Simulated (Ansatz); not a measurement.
CH$_{3}$ClFISi, SMILES `FC(I)[SiH2]Cl`, 8 atoms. The species carries charge 0 and has multiplicity 1. Correlated methods include outer-core shells of I, which these sets cover unevenly. I: def2 effective core potential. All runs use 4 threads of a server CPU on a shared host. Correlated methods freeze the cores.

Question: How many basis functions does each run have, and how long does it take in Ansatz? RHF-CCSD(T)/def2-SVP energy; RKS ωB97X-V/def2-TZVPP energy; RKS SPW92 (LDA)/def2-TZVPP energy; RKS PBE0-D4/def2-SVP energy; RKS PBE0-D4/def2-QZVPP energy; direct RPA on PBE orbitals/def2-TZVPP energy; RHF-MP2/def2-QZVPP energy; RKS ωB97M-V/def2-QZVPP energy; RKS PBE0-D4/def2-TZVP frequencies; RKS revPBE-D4/def2-TZVPP energy; RKS r2SCAN-D4/def2-TZVPP energy and forces; RKS ωB97M-V/def2-SVP energy. (An estimate is asked.)

Answer: Computed: Other jobs shared the machine, so times are rough.

| level | job | functions | wall time | peak host memory (GiB) |
| --- | --- | --- | --- | --- |
| RKS SPW92 (LDA)/def2-TZVPP | energy | 238 | 1.4 s | 0.33 |
| RKS PBE0-D4/def2-SVP | energy | 105 | 1.5 s | 0.24 |
| RKS revPBE-D4/def2-TZVPP | energy | 238 | 2.3 s | 0.33 |
| RKS r2SCAN-D4/def2-TZVPP | energy and forces | 238 | 5.5 s | 0.37 |
| direct RPA on PBE orbitals/def2-TZVPP | energy | 238 | 6 s | 0.61 |
| RKS ωB97M-V/def2-SVP | energy | 105 | 6.5 s | 0.36 |
| RHF-CCSD(T)/def2-SVP | energy | 105 | 7.5 s | 0.5 |
| RKS PBE0-D4/def2-QZVPP | energy | 426 | 9.5 s | 1.8 |
| RKS ωB97X-V/def2-TZVPP | energy | 238 | 9.5 s | 0.86 |
| RHF-MP2/def2-QZVPP | energy | 426 | 20 s | 2.3 |
| RKS ωB97M-V/def2-QZVPP | energy | 426 | 22 s | 2.1 |
| RKS PBE0-D4/def2-TZVP | frequencies | 204 | 2.5 min | 0.63 |
